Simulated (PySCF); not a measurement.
ClF₂Ga. Atoms are numbered in the order given.

```xyz
4

Ga     0.0000     0.0000    -0.2967
F      0.0000    -1.4825    -1.1946
F      0.0000     1.4825    -1.1946
Cl     0.0000     0.0000     1.8060
```
Charge 0, spin multiplicity 1.

The structure is a stationary point at ωB97X-D3(BJ)/def2-SVP.

All values below come from HF/def2-TZVPD (PySCF).

Gas-phase values at a fixed geometry.

* **total energy**: -2581.87966 hartree
* **point group**: C2v
* **highest occupied level**: -13.55 eV
* **lowest empty level**: 0.48 eV
* **orbital gap**: 14.03 eV
* **dipole moment**: 0.211 e·Å
* **quadrupole, principal values (traceless, Buckingham form, about the centre of nuclear charge)**: -6.93, -3.47, 10.40 D·Å
* **mean static polarisability**: 33.3 bohr³ (4.93 Å³)
* **polarisability, principal values**: 28.1, 32.1, 39.6 bohr³
